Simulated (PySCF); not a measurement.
**Frontier orbitals and the lowest excitations**

Species: C8H14O.
Numbering: `[OH:1][CH2:2][C@@H:3]1[CH2:4][C@H:5]2[CH2:6][CH2:7][C@@H:8]1[CH2:9]2` (hydrogens: H10 on O1; H11, H12 on C2; H13 on C3; H14, H15 on C4; H16 on C5; H17, H18 on C6; H19, H20 on C7; H21 on C8; H22, H23 on C9)

Level of theory: PySCF, TDDFT CAM-B3LYP/def2-SVPD, vertical, gas phase, core orbitals frozen in the response. One conformer (not necessarily the lowest) at the PBE0-D3(BJ)/def2-SVP geometry, without solvent, vibrations or thermal averaging.

Frontier orbitals with the atoms that hold most of them (Löwdin shares over 4%, at most four atoms; ? is withheld):

| orbital | ε (eV) | atoms |
| --- | --- | --- |
| HOMO-3 | -10.18 | C4 17%, C5 15%, C3 9%, C9 8% |
| HOMO-2 | -10.07 | C6 16%, C5 16%, O1 13%, C4 10% |
| HOMO-1 | -9.89 | C8 16%, C3 14%, C9 12%, O1 8% |
| HOMO | -9.06 | ? |
| LUMO | ? | ? |
| LUMO+1 | 1.66 | O1 12%, H13 11%, C7 9%, H20 8% |
| LUMO+2 | 1.80 | H12 11%, C2 11%, H18 9%, O1 7% |

Problem. Which atoms hold the HOMO, and with what shares?

Solution. O1 (bonded to C and H) 38%; C2 (bonded to C, O and 2 H) 14%; C3 (bonded to 3 C and H) 12%; H12 (bonded to C) 6%. By element: oxygen 38%, carbon 26% or more, hydrogen 6% or more.

Problem. Which atoms hold the LUMO, and with what shares?

Solution. O1 (bonded to C and H) 15%; H10 (bonded to O) 11%; H14 (bonded to C) 10%; C4 (bonded to 2 C and 2 H) 9%. By element: hydrogen 21% or more, oxygen 15%, carbon 9% or more.

Problem. What is the LUMO energy, and the HOMO–LUMO gap?

Solution. ε(LUMO) = 1.11 eV; the gap is 10.17 eV (0.3738 hartree).

Problem. How does S1 compare with the orbital gap of 10.17 eV?

Solution. S1 is at 6.93 eV (f = 0.0065), 3.24 eV below the gap, made of HOMO→LUMO (71%), HOMO→LUMO+1 (10%). Without the coupling terms of the response equations the lowest excitation would equal the gap.

Next come S2 at 7.87 eV (f 0.023), HOMO→LUMO+1 (65%), HOMO→LUMO+2 (16%); S3 at 8.15 eV (f 0.0059), HOMO→LUMO+2 (36%), HOMO-1→LUMO (32%), HOMO→LUMO (9%); S4 at 8.23 eV (f 0.0024), HOMO-1→LUMO (36%), HOMO-2→LUMO (23%), HOMO-3→LUMO (16%); S5 at 8.44 eV (f 0.057), HOMO-2→LUMO (26%), HOMO→LUMO+3 (25%), HOMO-3→LUMO (20%).

Löwdin shares depend on the basis, the more so with diffuse functions.
